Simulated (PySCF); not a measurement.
A structure optimised at PBE-D3(BJ)/def2-SVP, used in a PySCF frequency run:

```xyz
11

C     -3.3716    -0.9060     0.6408
C     -2.1403    -0.7997     0.0924
C     -0.9436    -0.4631     0.8582
C      0.2805    -0.3578     0.3509
C      1.4915    -0.2616    -0.1496
Cl     2.1633     1.2351    -0.7791
H     -4.2515    -1.1594     0.0312
H     -3.5340    -0.7404     1.7186
H     -2.0004    -0.9690    -0.9886
H     -1.0800    -0.2874     1.9437
H      2.1920    -1.1104    -0.2166
```
Charge 0, spin multiplicity 1.

Write its SMILES and formula.

C=CC=C=CCl, C5H5Cl

What are its rotational constants (standard atomic weights)?

13.682, 0.94534, 0.91968 GHz
